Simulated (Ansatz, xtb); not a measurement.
This triplet lies within 0.05 eV of the relaxed singlet at the level frozen-core CCSD(T)/aug-cc-pVTZ // PBE0-D3(BJ)/def2-TZVPD (Ansatz, a first-principles code).

A geometry relaxed with xtb with GFN2-xTB, charge -1, multiplicity 3:

```xyz
5

H     -1.5401     1.3553    -0.0118
H     -1.8258    -1.0089    -0.0058
Al    -0.4804     0.0049     0.0244
B      1.3936    -0.3997     0.0810
H      2.4849     0.1180     0.0519
```

Problem. Write the SMILES of this molecule.

Solution. `[BH-][AlH2]`
